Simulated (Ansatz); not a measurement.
`C[O][W](=[O])([OH])([OH])[F]`. Charge 0, multiplicity 1. Correlated methods include outer-core shells of W, which these sets cover unevenly. W takes the def2 core potential.

| atom | x (Å) | y (Å) | z (Å) |
| --- | --- | --- | --- |
| C1 | -2.170 | 0.191 | 0.163 |
| O2 | -0.910 | 0.690 | -0.182 |
| W3 | 0.894 | 0.319 | 0.006 |
| O4 | 1.606 | 1.802 | 0.390 |
| O5 | 2.283 | -0.982 | 0.187 |
| O6 | 1.144 | 0.073 | -1.846 |
| F7 | 0.384 | -0.439 | 1.680 |
| H8 | -2.529 | -0.493 | -0.610 |
| H9 | -2.102 | -0.342 | 1.117 |
| H10 | -2.868 | 1.024 | 0.260 |
| H11 | 2.380 | -1.422 | 1.034 |
| H12 | 1.888 | -0.419 | -2.200 |

(1) Give the diagnostics of a CCSD(T)/def2-TZVPP run (frozen core, Ansatz 0.2.0). (Best estimate.)

Results:

(1) The calculation gave: T1 = 0.0210, largest single amplitude 0.052, largest double 0.031, (T) share of the correlation energy 4.6 %, 14 CCSD cycles. The RHF solution is stable towards an unrestricted one. T1 lies over the customary mark of 0.02 for closed shells; compounds of d metals often pass it without a breakdown.
